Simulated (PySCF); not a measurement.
## Dipole response of P (phosphorus, neutral)

[Ne] 3s1 3p3 4s1, high-spin 6S determinant (an excited configuration). Calculation: PySCF 2.14, in aug-cc-pVDZ-DK (5s4p2d, 27 functions); the spin-free X2C one-electron Hamiltonian (Gaussian nucleus). Coupled (time-dependent) response in atomic units; α is the mean over directions. A double-zeta set is small for polarisabilities.

| method | mean α (bohr³) | C₆ (like pair) | S(−4) |
| --- | --- | --- | --- |
| UHF | 444.4 | 6095 | 284000 |
| PBE | 364.4 | 4742 | 177800 |
| PBE0 | 405.8 | 5516 | 222400 |
| LC-wPBE | 607.6 | 9748 | 520400 |
| B97-3 | 427.8 | 6042 | 240500 |

S(−4) is the Cauchy moment in α(ω) = α(0) + S(−4) ω² + …

α(iu) at LC-wPBE:

| u (hartree) | α(iu) (bohr³) |
| --- | --- |
| 0 | 607.6 |
| 0.0500 | 199.1 |
| 0.100 | 73.06 |
| 0.200 | 27.30 |
| 0.300 | 16.68 |
| 0.500 | 9.058 |
| 0.750 | 5.196 |
| 1.00 | 3.323 |
| 1.50 | 1.665 |
| 2.00 | 0.9901 |
| 3.00 | 0.4665 |
| 5.00 | 0.1787 |

A single London oscillator, α(iu) = α/(1 + u²/ω²), gives C₆ = (3/4) ω α². Matching the computed C₆ needs ω = 4 × 9748 / (3 × 607.6²) = 0.0352 hartree.

The outer electron is Rydberg-like, and this basis confines it to a smaller radius and binds it less than a complete one would.
